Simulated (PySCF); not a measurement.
SMILES c1cc([SiH2]F)sc1 (GFN2-xTB optimised geometry):

```
12

F     -0.758    -3.048     0.005
Si    -1.693    -1.736     0.002
C     -0.519    -0.284     0.000
C      0.847    -0.284     0.000
C      1.416     1.007     0.000
C      0.475     1.985     0.000
S     -1.119     1.347     0.000
H     -2.474    -1.819    -1.223
H     -2.474    -1.813     1.228
H      1.424    -1.191     0.000
H      2.474     1.196     0.000
H      0.616     3.048     0.000
```

Computed with PBE0/def2-TZVP in PySCF 2.14.0.

Question: What are the frontier orbital energies and the dipole moment?

Answer: HOMO-2 -9.55 eV, HOMO-1 -7.50 eV, HOMO -7.14 eV, LUMO -0.93 eV, LUMO+1 -0.25 eV; dipole moment 1.63 D.

Meta-Löwdin charges at PBE0/def2-TZVP: F1 -0.51, Si2 0.96, C3 -0.40, C4 -0.13, C5 -0.15, C6 -0.26, S7 0.29, H8 -0.11, H9 -0.11, H10 0.14, H11 0.14, H12 0.15.
